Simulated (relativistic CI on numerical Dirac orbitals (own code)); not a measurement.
**One change at a time: Cr¹⁹⁺**

Base calculation: Dirac-Coulomb-Breit CI, orbitals from a KLI potential per configuration, a model potential for QED, unscaled Slater integrals.

CI space (outside the closed core 1s2): 2s²2p, 2s2p², 2p³, 2p²3s, 2p²3p, 2p²3d, 2s²3s, 2s²3p, 2s²3d, 2s2p3s, 2s2p3p, 2s2p3d, 2s²4s, 2s²4p, 2s²4d, 2s²4f. Levels of other configurations are missing.

Variants: (1) P86 correlation estimate; (2) non-relativistic limit; (3) one mean potential for all configurations. Shifts of the energy above 2s²2p ²P°1/2, in eV, for the lowest level and the first level of each name with at least 55 % of one term (blank where a level changes its place among those of its configuration and J or its character, or is not in the variant):

```tsv
Level	Base	Δ(1)	Δ(2)	Δ(3)
2s²2p ²P°1/2	0.000	0.000	0.000	0.000
2s²2p ²P°3/2	10.260	+0.002	-10.260	+0.009
2s2p² ⁴P1/2	43.577	+0.371	-7.994	-0.003
2s2p² ⁴P3/2	48.087	+0.371	-12.504	-0.002
2s2p² ⁴P5/2	52.945	+0.371	-17.362	-0.002
2s2p² ²D3/2	80.050	+0.371	-14.430	+0.001
2s2p² ²D5/2	81.486	+0.371	-15.866	+0.001
2s2p² ²P3/2	107.990	+0.371	-18.585	-0.002
2p³ ⁴S°3/2	136.752	+0.613	-22.395	+0.031
2p³ ²D°3/2	153.531	+0.612	-21.314	+0.059
2p³ ²D°5/2	155.807	+0.614	-23.590	+0.057
2p³ ²P°1/2	172.585	+0.599	-23.432	+0.041
2p³ ²P°3/2	176.734	+0.600	-27.581	+0.036
2s²3s ²S1/2	836.197	+0.712	-7.223	+0.497
2s²3p ²P°1/2	856.558	+0.922	-7.852	+0.420
2s²3p ²P°3/2	859.446	+0.921	-10.741	+0.423
2s2p3s ⁴P°1/2	876.832	+1.041	-8.968	+0.490
2s²3d ²D3/2	878.298	+0.614	-10.531	+0.476
2s²3d ²D5/2	879.139	+0.613	-11.372	+0.479
2s2p3s ⁴P°3/2	879.637	+1.041	-11.772	+0.504
2s2p3s ⁴P°5/2	886.590	+1.042	-18.725	+0.529
2s2p3s ²P°1/2	888.190	+1.038	-10.417	+0.689
```

At this charge energies of transitions that change n are usually good to better than 1 %, and those within a shell (Δn = 0) to a few per cent.

Ionisation energy from the two ground configurations alone: base 1496.86 eV; P86 correlation estimate 1497.96 eV. The NIST ASD value (semi-empirical) is 1495.1 eV.

LS names give the leading component of a level, which can be under half, so a name can repeat, a term be missing and a line seem to break the LS rules.
